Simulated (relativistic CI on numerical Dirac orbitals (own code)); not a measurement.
**Radial parameters of O4+**

Computed by Dirac-Coulomb-Breit CI, separate exchange-only KLI orbitals for each configuration, a model potential for QED, valence Slater integrals scaled by 0.85, P86 correlation energy added to each configuration (own radial code, finite nucleus).

Slater integrals F^k, G^k are unscaled and averaged over j, outside the closed core 1s2; ζ comes from projecting the Hamiltonian with its Breit term on Σ l·s of the shell.

- 2s 2p: G^1(2s,2p) = 132320, ζ(2p) = 300.68 cm⁻¹; <r>(2s) = 0.9317, <r^2>(2s) = 1.018, <r>(2p) = 0.8544, <r^2>(2p) = 0.8881 (bohr units).
- 2p2: F^2(2p,2p) = 109770, ζ(2p) = 291.6 cm⁻¹; <r>(2p) = 0.8618, <r^2>(2p) = 0.9042 (bohr units).
- 2p 3s: ζ(2p) = 341.07, G^1(2p,3s) = 11176 cm⁻¹; <r>(2p) = 0.8262, <r^2>(2p) = 0.8321, <r>(3s) = 2.313, <r^2>(3s) = 6.055 (bohr units).

Averages of the first 10 configurations, taken without configuration mixing, which lowers the lowest level and can move excited configurations by several eV; other configurations of the list can lie among them:

```
Configuration  Parity  States  Average energy above the lowest level (eV)
          2s2    even       1                                         1.9
        2s 2p     odd      12                                        12.6
          2p2    even      15                                        28.2
        2p 3s     odd      12                                        81.2
        2p 3p    even      36                                        84.8
        2s 3s    even       4                                        68.4
        2s 3p     odd      12                                        72.4
        2s 3d    even      20                                        74.8
        2s 4s    even       4                                        89.6
        2s 4p     odd      12                                        91.1
```
